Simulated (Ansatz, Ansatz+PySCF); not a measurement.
```xyz
2

Li    0.0000    0.0000   -1.0091
C     0.0000    0.0000    1.0091
```

Basis set: def2-SVP (spherical functions). Left uncorrelated: 1 orbital. Charge 0, multiplicity 4.

Computed with Ansatz (development build ahead of 0.2.0); each method stands on the lowest determinant of its kind that the runs found.

The atomization energy at this shape (free ground-state atoms in the same class of orbitals less the molecule, no zero-point energy) of quartet LiC:

```tsv
method	atomization energy
UHF-CCSD(T)	2.28 eV
ROHF	2.03 eV
UHF	1.97 eV
```

Q: What does UHF-MP2 give?

A: 2.38 eV.
